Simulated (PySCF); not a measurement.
Electron correlation in Cr¹¹⁺ (chromium, charge +11)

Starting occupation: [Ne] 3s2 3p1, 3p1/2 with m_j = +1/2. Calculation: PySCF 2.14, in an uncontracted even-tempered set (19 s from 0.76 bohr⁻², ratio 2.4; 13 p from 0.98 bohr⁻², ratio 2.4; 5 d from 4.2 bohr⁻², ratio 2.6; 4 f from 6.3 bohr⁻², ratio 2.6); X2C-1e with screened-nucleus spin-orbit coupling, Gaussian nucleus. Frozen: 1s2; 11 electrons correlated; the 50 highest virtual spinors left out.

MP2 pair energies summed by pair of shells (mhartree):

```csv
pair,energy,share (%)
2p1/2-2p3/2,-90.67,22.3
2p3/2-2p3/2,-90.50,22.2
3s1/2-3s1/2,-40.48,10.0
2p3/2-2s1/2,-39.92,9.8
2p3/2-3s1/2,-27.65,6.8
3p1/2-3s1/2,-26.79,6.6
2p1/2-2p1/2,-20.58,5.1
2p1/2-2s1/2,-19.21,4.7
2p3/2-3p1/2,-13.16,3.2
2p1/2-3s1/2,-12.61,3.1
2s1/2-2s1/2,-10.24,2.5
2s1/2-3s1/2,-6.28,1.5
2p1/2-3p1/2,-5.25,1.3
2s1/2-3p1/2,-3.46,0.8
```

Total MP2 correlation energy: -406.79 mhartree.
